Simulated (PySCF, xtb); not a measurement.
SiFHI2, SMILES F[SiH](I)I.

GFN2-xTB in xtb at its own geometry gives an orbital gap of 5.35 eV and a dipole moment of 3.95 D.

Geometry: PBE0-D3(BJ)/def2-SVP. The def2 effective core potentials stand for the cores of I; spin–orbit coupling is left out.

### Question
What does r2SCAN/def2-TZVP in PySCF give? (The exact figures need the calculation; the answer reports its results.)

### Answer
gap 5.04 eV (levels -7.09 and -2.05 eV), dipole 0.98 D.
